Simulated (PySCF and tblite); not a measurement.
Values are calculated unless marked as measured or tabulated.
C₆H₁₂O, numbered as in [CH3:1][C@H:2]1[CH2:3][CH2:4][CH2:5][CH2:6][O:7]1.

Geometries PBE0-D3(BJ)/def2-SVP; weights from PBE0-D3(BJ)/def2-TZVP energies and GFN2-xTB thermal corrections, with symmetry numbers and mirror pairs. Conformers within 4 kcal/mol (GFN2-xTB free energy) were kept, 7 at most. GIAO shieldings: PBE0/pcSseg-1. Shifts are against TMS (¹H), TMS (¹³C) at the same level; of two unlike H on one atom, a is the less shielded. Codes: tblite and PySCF.

Predict the averaged NMR shifts at 298.15 K.

¹H: 3.89 (H6a, 1H), 3.27 (H6b, 1H), 2.98 (H2, 1H), 1.68 (H4a, 1H), 1.42 (H5a, 1H), 1.31 (H4b, 1H), 1.19 (H3a, 1H), 1.11 (H1, 3H), 1.11 (H5b, 1H), 1.02 (H3b, 1H) ppm. ¹³C: 74.2 (C2), 69.4 (C6), 35.3 (C3), 28.1 (C5), 26.1 (C4), 23.9 (C1) ppm.

How do the conformers differ?

The 6-ring runs over atoms 2–3–4–5–6–7.
| conformer | shape | weight % |
| --- | --- | --- |
| 1 | 6-ring chair (all substituents equatorial) | 99.5 |
| 2 | 6-ring chair (C1 axial) | 0.5 |

| signal | 1 | 2 | average |
| --- | --- | --- | --- |
| H1 | 1.11 | 1.19 | 1.11 |
| H2 | 2.98 | 3.82 | 2.98 |
| H3a | 1.19 | 1.71 | 1.19 |
| H3b | 1.02 | 1.09 | 1.02 |
| H4a | 1.68 | 1.56 | 1.68 |
| H4b | 1.31 | 1.41 | 1.31 |
| H5a | 1.42 | 1.13 | 1.42 |
| H5b | 1.11 | 1.51 | 1.11 |
| H6a | 3.89 | 3.58 | 3.89 |
| H6b | 3.27 | 3.48 | 3.27 |
| C1 | 23.9 | 16.1 | 23.9 |
| C2 | 74.2 | 68.3 | 74.2 |
| C3 | 35.4 | 31.2 | 35.3 |
| C4 | 26.2 | 20.2 | 26.1 |
| C5 | 28.1 | 28.8 | 28.1 |
| C6 | 69.5 | 60.7 | 69.4 |

Shifts are unscaled: against experiment ¹³C can be off by 15 ppm or more and ¹H by 0.8 ppm.
